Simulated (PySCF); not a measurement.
A structure optimised at PBE-D3(BJ)/def2-SVP, used in a PySCF frequency run:

```
Sn
F 1 1.9346
F 1 1.9346 2 106.74
F 1 1.9346 2 106.74 3 113.87
Br 1 2.4604 2 112.08 3 -123.06
```

Question: Write its SMILES, formula and point group.

Answer: [F][Sn]([F])([F])[Br], BrF3Sn, C3v

Question: What are its rotational constants (standard atomic weights)?

Answer: 2.7590, 0.98850, 0.98850 GHz
